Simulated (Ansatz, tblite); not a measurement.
Forces on Ca4 at its r2SCAN/def2-TZVP geometry. Charge 0, multiplicity 1.

The xTB rows come from tblite. The structure comes from a short search, and lower isomers may exist.

GFN1-xTB (tblite), largest force 0.10 eV/Å:

```xyz
4
positions Å, forces eV/Å
Ca   -1.713    1.457    0.407   -0.078    0.066    0.018
Ca    0.439   -1.207    1.890    0.020   -0.055    0.085
Ca    1.867    1.170   -0.608    0.085    0.053   -0.027
Ca   -0.593   -1.420   -1.690   -0.027   -0.064   -0.076
```

GFN2-xTB (tblite), largest force 0.13 eV/Å:

```
Ca 0.098 -0.083 -0.023
Ca -0.025 0.069 -0.108
Ca -0.107 -0.067 0.035
Ca 0.034 0.081 0.097
```

PBE/def2-TZVP (Ansatz), largest force 0.03 eV/Å:

```
Ca 0.019 -0.016 -0.005
Ca -0.005 0.013 -0.021
Ca -0.020 -0.013 0.007
Ca 0.006 0.015 0.019
```
